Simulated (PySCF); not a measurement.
Compound: CH7SbSi.
Bonds: C1–Si2, Si2–Sb3. Hydrogens: H4, H5, H6 on C1; H7, H8 on Si2; H9, H10 on Sb3.

The calculation used PBE0-D3(BJ)/def2-SVP geometry optimisation, gas phase, def2 core potentials past Kr in PySCF.

Problem. How far are the bound atoms from Sb3?

Solution. 3 atoms: H10 1.716 Å, H9 1.718 Å, Si2 2.587 Å. The nearest atom not counted as bound is H8, at 3.36 Å.

Problem. List the angles at Sb3.

Solution. 
```csv
angle,degrees,distance of the outer atoms (Å)
H9–Sb3–H10,91.3,2.45
Si2–Sb3–H10,91.1,3.13
Si2–Sb3–H9,90.3,3.11
```

Problem. What is the shape at Sb3?

Solution. Pyramidal: angles 91.3°, 91.1° and 90.3°, sum 272.7°, 1.08 Å off the plane of its three neighbours.

Problem. What are the other bond lengths?

Solution. C1–Si2 1.884 Å; C1–H4, C1–H5, C1–H6 1.101 Å; Si2–H7, Si2–H8 1.497 Å.

Problem. Give some angles away from the centre.

Solution. C1–Si2–Sb3 109.8°.

Problem. What are the rotational constants (commonest isotopes, rigid rotor)?

Solution. A = 12352, B = 1707, C = 1569 MHz: a near-prolate asymmetric top.

Charge 0, singlet. Whether it is a minimum is left open (no frequencies).

One conformer stands for the species.
